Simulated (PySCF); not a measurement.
# Worked example: dipole moment from atomic charges

Ga(Br)(OH)2 (BrGaH2O2), SMILES [OH][Ga]([OH])[Br]. Atoms are numbered in the order given.

```xyz
6

Ga    -0.0022     0.7532     0.0000
Br    -0.0138    -1.5320     0.0000
O     -1.5510     1.6219     0.0000
H     -1.4356     2.5824     0.0000
O      1.5103     1.6949     0.0000
H      2.3110     1.1536     0.0000
```

Coordinates come from a B3LYP-D3(BJ)/def2-SVP optimisation. The values are those of a single conformer.

Charges (e) from PBE/def2-TZVP in PySCF:

```json
[
 {"atom": "Ga1", "IAO": "0.933", "Mulliken": "0.560"},
 {"atom": "Br2", "IAO": "-0.222", "Mulliken": "-0.234"},
 {"atom": "O3", "IAO": "-0.717", "Mulliken": "-0.472"},
 {"atom": "H4", "IAO": "0.364", "Mulliken": "0.312"},
 {"atom": "O5", "IAO": "-0.725", "Mulliken": "-0.479"},
 {"atom": "H6", "IAO": "0.366", "Mulliken": "0.313"}
]
```

The dipole moment of the full density is 1.54 D.

What dipole moment does each set of point charges give, and which comes closer to that of the density?


μ = Σ q r, and 1 e Å = 4.8032 D.
IAO: Σ q r = (0.341, 0.013, 0.000) e Å, |μ| = 1.64 D.
Mulliken: Σ q r = (0.286, 0.370, 0.000) e Å, |μ| = 2.25 D.
IAO comes closer in size. Point charges leave out the atoms' own dipoles (lone pairs, polarised bonds); fits to the potential absorb them, partitions of the density don't.
